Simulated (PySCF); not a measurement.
AlH₃OS. Atoms are numbered in the order given.

```xyz
6

Al    -0.5517    -0.5729     0.0000
H     -2.0880    -0.9123     0.0000
O      0.6658    -1.7604     0.0000
H      0.4821    -2.7029     0.0000
S      0.1268     1.5004     0.0000
H      1.4230     1.1396     0.0000
```
Charge 0, spin multiplicity 1.

Coordinates come from a TPSSh-D3(BJ)/def2-TZVP optimisation. One conformer was computed; it need not be the lowest.

Calculation: TDA-M06-2X/def2-SVPD (PySCF).

Vertical excitations.  State labels are in the subgroup Cs.

| state | symmetry | energy (eV) | λ (nm) | f | main pairs |
|---|---|---|---|---|---|
| S1 | A" | 6.25 | 198 | 0.047 | HOMO→LUMO 64 %, HOMO→LUMO+3 24 % |
| S2 | A' | 6.32 | 196 | 0.068 | HOMO→LUMO+1 89 % |
| S3 | A" | 6.39 | 194 | 0.019 | HOMO→LUMO+2 56 %, HOMO−1→LUMO+1 9 % |
| S4 | A" | 6.69 | 185 | 0.019 | HOMO−1→LUMO+1 86 % |
| S5 | A" | 7.40 | 168 | 0.005 | HOMO→LUMO+2 28 %, HOMO→LUMO+3 26 %, HOMO→LUMO 19 %, HOMO→LUMO+4 8 % |
| S6 | A' | 7.53 | 165 | 0.089 | HOMO−1→LUMO 69 % |
| S7 | A' | 7.73 | 160 | 0.164 | HOMO−1→LUMO+2 66 %, HOMO−1→LUMO 13 % |
| S8 | A" | 7.85 | 158 | 0.003 | HOMO−2→LUMO+1 70 % |
| S9 | A" | 7.96 | 156 | 0.017 | HOMO→LUMO+4 56 %, HOMO→LUMO+3 23 % |
| S10 | A" | 8.12 | 153 | 0.059 | HOMO→LUMO+5 38 %, HOMO−3→LUMO 37 % |
| T1 | A' | 5.53 | 224 | 0 | HOMO→LUMO+1 93 % |
| T2 | A" | 5.98 | 207 | 0 | HOMO→LUMO 50 %, HOMO→LUMO+3 29 %, HOMO→LUMO+4 9 % |
| T3 | A" | 6.06 | 205 | 0 | HOMO→LUMO+2 60 %, HOMO→LUMO 10 %, HOMO→LUMO+8 9 % |
| T4 | A" | 6.25 | 198 | 0 | HOMO−1→LUMO+1 86 % |
Triplets are in the Tamm–Dancoff approximation.
